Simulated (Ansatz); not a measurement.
Relaxation of AlF₂H₃N (7 atoms, charge 0, multiplicity 2), to a largest force component of 0.03 eV/Å in at most 50 steps.

The calculation used UHF/6-31G* in Ansatz 0.2.0.

```xyz
7
Properties=species:S:1:pos:R:3:forces:R:3
Al -0.078 0.437 0.255 -0.01 0.03 0.10
H -0.388 0.923 2.951 0.34 -0.75 -0.70
F 1.476 -0.114 0.041 0.00 0.00 0.00
F -1.237 -0.725 -0.012 0.00 0.00 0.00
N -0.051 0.170 2.339 -0.33 0.69 0.60
H -0.617 -0.645 2.514 0.01 0.02 0.01
H 0.896 -0.046 2.602 -0.01 0.01 0.00
```

Question: Where does it end, and by what steps?

Answer: It converged. After 4 steps the energy has fallen by 0.016 eV; H2 moved furthest, 0.04 Å.

| step | energy less start (eV) | largest force component (eV/Å) | accepted |
| --- | --- | --- | --- |
| 0 | 0.0000 | 0.746 | yes |
| 1 | -0.0144 | 0.152 | yes |
| 2 | -0.0152 | 0.062 | yes |
| 3 | -0.0149 | 0.121 | no |
| 4 | -0.0156 | 0.025 | yes |

```xyz
7
Properties=species:S:1:pos:R:3
Al -0.082 0.437 0.272
H -0.370 0.925 2.910
F 1.476 -0.092 0.035
F -1.232 -0.730 -0.015
N -0.052 0.161 2.342
H -0.632 -0.638 2.536
H 0.892 -0.062 2.610
```

Whether the end is a true minimum wasn't checked by a vibrational analysis.

Time of the run: 7.5 s on 1 thread of Arm Neoverse V1, with other jobs on the host, peak memory 0.13 GiB.
